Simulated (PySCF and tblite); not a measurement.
The numbers below are computed, except where a source is named.
System: C₆H₇NO, numbered as in [CH:1]#[C:2]/[CH:3]=[CH:4]/[C:5](=[O:6])[NH:7][CH3:8].

For the rotation about the C4–C5 bond (torsion C3–C4–C5–O6 from 0° to 148°, rising): electronic barrier 5.82 kcal/mol, zero-point change -0.23 kcal/mol, thermal and entropy terms at 200 K a further 0.18 kcal/mol (symmetry numbers apart). The minimum is Cs, the saddle C1. The path came from a restrained scan, a climbing-image band and a saddle search at GFN2-xTB; energies are CAM-B3LYP/pcSseg-1 + D3(BJ)//GFN2-xTB, thermal terms GFN2-xTB. Rate constants are transition-state-theory values, counting equivalent paths, without tunnelling. (PySCF 2.14 with density fitting, tblite 0.8.)

Q: How many equivalent paths lead out of the minimum?

A: 2: the symmetry number of the minimum is 1, that of the saddle displaced along its mode 1, and the displaced saddle is chiral while the minimum is not, which doubles the count.

Q: Work out the rate at 200 K.

A: ΔG‡ = 5.77 kcal/mol; k_B T/h = 4.2×10¹² s⁻¹; exp(−ΔG‡/RT) = 5×10⁻⁷; times 2 gives k = 4.1×10⁶ s⁻¹. Wigner's tunnelling factor for the 99i cm⁻¹ mode would be 1.02.
